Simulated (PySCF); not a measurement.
Unknown compound

An unknown has the formula C3F6O. Its calculated NMR data are:

13C{1H} NMR (computed): δ 187.7 (C), 124.9 (C, 2C).

[PySCF 2.14.0 with density-fitted response routines: σ from GIAO-B97-2/pcSseg-2; PBE0-D3(BJ)/def2-TZVP structure; no solvent; no relativistic terms; equivalent nuclei averaged; one computed conformer]

Shifts are taken against calculated references (same method and geometry level): TMS for 13C (σ = 185.38 ppm).

**Question.** What is the structure?

**Answer.** 
1. Rings plus π bonds: 1 (no ring in the answer).
2. 2 carbon signals for 3 carbons: some carbons are equivalent by symmetry or fast rotation.
3. Carbon types of the structure: 3 × C.
4. δC 187.7: ketone carbonyl carbon; the double bond to the heteroatom, with no lone-pair donor beside it, deshields it most.
5. δC 124.9: CF3 carbon; 3 electronegative neighbours deshield it.

Structure: `O=C(C(F)(F)F)C(F)(F)F`.

This is the structure that produced the data.

Splittings by 19F in the carbon and heteronuclear signals aren't shown, as no couplings were computed. Shifts are as computed. Against solution values, carbons near 30 ppm lie about +3 ppm off and those near 130 ppm about +7 ppm. Of 1211 compounds with measured shifts, 218 miss one by over three times the rms of a fit or turn the order of signals round; such compounds aren't used in these exercises.
